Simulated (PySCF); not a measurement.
Circular dichroism: `N[SiH2]NC1[C@@H](F)[C@@H]1F`, C3H8F2N2Si

Geometry:
```
atom   x (Å)   y (Å)   z (Å)
  N1  -2.982   0.472  -0.163
 Si2  -1.710  -0.681  -0.050
  N3  -0.327   0.325   0.221
  C4   0.952  -0.225   0.439
  C5   2.023  -0.251  -0.634
  F6   1.753   0.343  -1.833
  C7   2.159   0.660   0.552
  F8   3.120   0.364   1.470
  H9  -3.903   0.134  -0.382
 H10  -3.040   1.191   0.540
 H11  -1.702  -1.603   1.094
 H12  -1.744  -1.424  -1.311
 H13  -0.286   1.171  -0.327
 H14   0.929  -1.097   1.080
 H15   2.681  -1.100  -0.758
 H16   2.072   1.731   0.409
```

Theory: TDDFT wB97X-D/def2-SVPD circular dichroism and optical rotation, one conformer, gas phase (PySCF). Geometry: GFN2-xTB.

The molecule is flexible and this is one conformer; a measurement averages over conformers.

Task: What are the CIP labels of the stereocentres?

Result: C5 R, C7 R.

Task: List the lowest 12 singlet excitations with oscillator and rotatory strengths.

Result: Rotatory strengths R in 10⁻⁴⁰ esu² cm², velocity form and length form (origin at the centre of mass); f in length form.
| state | E (eV) | λ (nm) | f | R (velocity) | R (length) | main |
| --- | --- | --- | --- | --- | --- | --- |
| 1 | 6.29 | 197 | 0.004 | -3.2 | -3.7 | HOMO→LUMO+1 0.66, HOMO→LUMO 0.25 |
| 2 | 6.78 | 183 | 0.010 | -28.5 | -29.3 | HOMO→LUMO 0.43, HOMO−1→LUMO 0.20 |
| 3 | 6.82 | 182 | 0.028 | -20.4 | -19.2 | HOMO−1→LUMO 0.71, HOMO→LUMO 0.14 |
| 4 | 7.11 | 174 | 0.017 | +10.1 | +10.0 | HOMO→LUMO+2 0.73, HOMO→LUMO+5 0.13 |
| 5 | 7.55 | 164 | 0.012 | -38.9 | -38.5 | HOMO−1→LUMO+1 0.27, HOMO→LUMO+4 0.22 |
| 6 | 7.59 | 163 | 0.004 | +7.8 | +7.8 | HOMO−2→LUMO+1 0.47, HOMO→LUMO+3 0.10 |
| 7 | 7.62 | 163 | 0.003 | -10.9 | -9.5 | HOMO→LUMO+3 0.24, HOMO−1→LUMO+1 0.22 |
| 8 | 7.78 | 159 | 0.058 | +47.8 | +47.9 | HOMO→LUMO+5 0.23, HOMO→LUMO+3 0.23 |
| 9 | 8.20 | 151 | 0.008 | +11.8 | +12.7 | HOMO→LUMO+5 0.27, HOMO→LUMO+4 0.27 |
| 10 | 8.30 | 149 | 0.012 | -9.1 | -11.8 | HOMO→LUMO+6 0.31, HOMO−1→LUMO+3 0.11 |
| 11 | 8.37 | 148 | 0.025 | +17.0 | +18.1 | HOMO→LUMO+6 0.21, HOMO→LUMO+7 0.20 |
| 12 | 8.56 | 145 | 0.052 | +38.8 | +36.8 | HOMO−1→LUMO+6 0.48, HOMO−1→LUMO+5 0.18 |

Among the states computed, the strongest CD band (largest |R|) is state 8. The largest dissymmetry factor in size, g = 4R/(D+G), with D and G the electric and magnetic dipole strengths, is -0.034 for state 5 (velocity form, f = 0.013), among bands with |R| over 0.5. The mirror image has the same energies and oscillator strengths and all R with the opposite sign.
